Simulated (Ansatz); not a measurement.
C₂₂H₁₅F₉O₆S₄⁻, that is triphenylsulfonium tris(triflyl)methide with one electron more. Total charge -1; doublet. Geometry PBE-D4/def2-SVP; atoms count from 1.

Cartesian coordinates in Å:
```
O -3.8847 -1.0426 -1.8456
S -2.7419 -1.4367 -0.9972
O -2.3150 -0.5679 0.1234
C -1.4317 -1.9197 -2.0365
S 0.0770 -2.3863 -1.3198
O -0.2046 -2.6985 0.1083
O 1.2319 -1.5385 -1.6966
C 0.5066 -4.1204 -2.0504
F -0.5653 -4.7171 -2.5833
F 0.9464 -4.8693 -1.0210
F 1.4798 -4.0369 -2.9567
S -1.4881 -1.6901 -3.7528
O -2.8141 -1.9430 -4.3433
O -0.2632 -2.3155 -4.3082
C -1.2063 0.1817 -3.9993
F 0.1041 0.4553 -3.9651
F -1.8283 0.8809 -3.0394
F -1.6974 0.5508 -5.1952
C -3.3112 -3.0636 -0.1298
F -4.6537 -3.1044 -0.1827
F -2.8240 -4.1474 -0.7482
F -2.9345 -3.0806 1.1541
C -0.4274 3.7177 -2.1893
C 0.7815 3.0064 -2.2623
C 1.0760 2.0108 -1.3205
C 0.1590 1.7554 -0.2898
S 0.4533 0.3327 0.8145
C 2.2252 0.3884 1.0304
C 2.8696 -0.8762 1.0751
C 4.1896 -0.9621 1.5150
C 4.8852 0.1948 1.9465
C 4.2357 1.4424 1.9135
C 2.9156 1.5557 1.4619
C -0.3900 0.8342 2.3105
C -0.0893 2.0475 2.9890
C -0.5336 2.2229 4.3050
C -1.2722 1.2195 4.9586
C -1.5716 0.0176 4.2713
C -1.1255 -0.1873 2.9659
C -1.0732 2.4249 -0.2288
C -1.3546 3.4173 -1.1772
H -0.6592 4.4909 -2.9380
H 1.4992 3.2154 -3.0712
H 2.0038 1.4218 -1.3809
H 2.3178 -1.7673 0.7412
H 4.6951 -1.9409 1.5144
H 5.9228 0.1183 2.3055
H 4.7734 2.3492 2.2366
H 2.4316 2.5412 1.3937
H 0.4487 2.8544 2.4699
H -0.3085 3.1673 4.8278
H -1.6152 1.3683 5.9938
H -2.1724 -0.7635 4.7639
H -1.3560 -1.1137 2.4193
H -1.7993 2.1540 0.5519
H -2.3169 3.9520 -1.1321
```

Single mean-field runs in def2-SVP are fitted with def2-universal-jkfit.

Q: Estimate the Mulliken populations of the heavy atoms from the PBE0/def2-SVP orbitals of Ansatz.

A: 
```csv
atom,charge (e),spin (α − β)
O1,-0.46,0.00
S2,0.73,0.00
O3,-0.45,0.00
C4,-0.48,0.00
S5,0.75,0.00
O6,-0.48,0.00
O7,-0.45,0.00
C8,0.54,0.00
F9,-0.16,0.00
F10,-0.18,0.00
F11,-0.15,0.00
S12,0.74,0.00
O13,-0.44,0.00
O14,-0.48,0.00
C15,0.56,0.00
F16,-0.16,0.00
F17,-0.16,0.00
F18,-0.18,0.00
C19,0.54,0.00
F20,-0.18,0.00
F21,-0.16,0.00
F22,-0.16,0.00
C23,-0.02,0.01
C24,-0.04,0.00
C25,0.02,0.01
C26,-0.12,0.04
S27,0.28,0.16
C28,-0.18,0.09
C29,0.05,0.08
C30,-0.05,-0.04
C31,-0.05,0.21
C32,-0.03,-0.10
C33,0.00,0.18
C34,-0.19,0.10
C35,0.01,0.17
C36,-0.03,-0.10
C37,-0.04,0.20
C38,-0.05,-0.04
C39,0.05,0.07
C40,0.02,0.01
C41,-0.03,0.00
```
Mulliken values depend strongly on the basis.

Q: Where does the spin sit?

A: Summed by element: O 0.00, S 0.16, C 0.87, F 0.00, H -0.03, of 1 unpaired in all. Largest on single atoms: C31 0.21, C37 0.20, C33 0.18.

Q: And the Mayer bond orders between heavy atoms (over 0.3, the first 40 of 42)?

A: O1–S2 1.66 (1.48 Å); S2–O3 1.64 (1.48 Å); S2–C4 0.92 (1.74 Å); S2–C19 0.69 (1.93 Å); C4–S5 0.92 (1.73 Å); C4–S12 0.94 (1.73 Å); S5–O6 1.57 (1.49 Å); S5–O7 1.64 (1.48 Å); S5–C8 0.68 (1.93 Å); C8–F9 1.11 (1.34 Å); C8–F10 1.10 (1.35 Å); C8–F11 1.12 (1.33 Å); S12–O13 1.70 (1.47 Å); S12–O14 1.63 (1.48 Å); S12–C15 0.70 (1.91 Å); C15–F16 1.10 (1.34 Å); C15–F17 1.09 (1.34 Å); C15–F18 1.11 (1.34 Å); C19–F20 1.11 (1.34 Å); C19–F21 1.11 (1.34 Å); C19–F22 1.11 (1.34 Å); C23–C24 1.39 (1.40 Å); C23–C41 1.38 (1.41 Å); C24–C25 1.41 (1.40 Å); C25–C26 1.41 (1.40 Å); C26–S27 0.84 (1.82 Å); C26–C40 1.41 (1.40 Å); S27–C28 0.97 (1.79 Å); S27–C34 0.96 (1.79 Å); C28–C29 1.31 (1.42 Å); C28–C33 1.27 (1.42 Å); C29–C30 1.49 (1.39 Å); C30–C31 1.31 (1.42 Å); C31–C32 1.38 (1.41 Å); C32–C33 1.45 (1.40 Å); C34–C35 1.28 (1.42 Å); C34–C39 1.32 (1.42 Å); C35–C36 1.44 (1.40 Å); C36–C37 1.38 (1.41 Å); C37–C38 1.31 (1.42 Å).
